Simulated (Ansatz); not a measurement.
Reactions of C2H7BSi (`BC1C[SiH2]1`).

Calculated with Ansatz (gas phase, PBE0-D4/def2-TZVP geometries, no zero-point term in ΔE). CCSD(T)/CBS is the MP2 limit (def2-TZVPP, def2-QZVPP) plus CCSD(T) − MP2 in def2-TZVPP, frozen cores. This one scheme is used for every species. DFT in def2-TZVPP. One conformer a species, not always the lowest.

```csv
reaction,HF/CBS(def2) (kJ/mol),r2SCAN-D4 (kJ/mol)
`BC1C[SiH2]1` → `B/C=C/[SiH3]`,-47,27
`BC1C[SiH2]1` + CH₃NH₂ → `CNC1C[SiH2]1` + BH₃,106,140
`BC1C[SiH2]1` → `CC1B[SiH2]1`,79,73
`BC1C[SiH2]1` + `CS[SiH2]O` → `BO[SiH2]SC` + `C1C[SiH2]1`,-102,-63
`BC1C[SiH2]1` + `Cl[SiH]1N[SiH2]1` → `BN1[SiH2][SiH]1Cl` + `C1C[SiH2]1`,-78,-46
```

Give the CCSD(T)/CBS values in the same order. (Best estimate.)

Computed: 10, 132, 73, -68, -50 kJ/mol.

Largest T1 diagnostic: 0.013, for `BN1[SiH2][SiH]1Cl`.
